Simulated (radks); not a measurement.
Effect of the nuclear size on neutral rubidium, [Kr] 5s1. Method: Dirac Kohn-Sham, BLYP, spin-unpolarised, spherical densities, finite nucleus; Fermi nuclear charge, rms radius 4.2036 fm; computed with a radial shooting solver on a logarithmic mesh with Libxc functionals. The rms radius is varied about that value; shifts are against it.

| rms radius (fm) | total energy shift (eV) | density at nucleus (e/bohr^3) | 1s1/2 shift (meV) | 2s1/2 shift (meV) | 3p1/2 shift (meV) | 4s1/2 shift (meV) |
|---|---|---|---|---|---|---|
| 3.5899 | -0.196 | 5.57e+04 | -83.0 | -8.48 | 0.136 | -0.159 |
| 3.7959 | -0.133 | 5.544e+04 | -56.5 | -5.77 | 0.093 | -0.108 |
| 4.2036 | 0 | 5.496e+04 | 0.000 | 0.000 | 0.000 | 0.000 |
| 4.6198 | 0.149 | 5.452e+04 | 63.1 | 6.45 | -0.103 | 0.120 |
| 5.1326 | 0.350 | 5.404e+04 | 148 | 15.2 | -0.243 | 0.283 |

Slopes of the eigenvalues against <r^2> in GHz/fm^2, as finite differences over the two radii next to the reference (eigenvalue slopes, not the field-shift constants of lines): 1s1/2 4170, 2s1/2 426, 3p1/2 -6.84, 4s1/2 7.97.
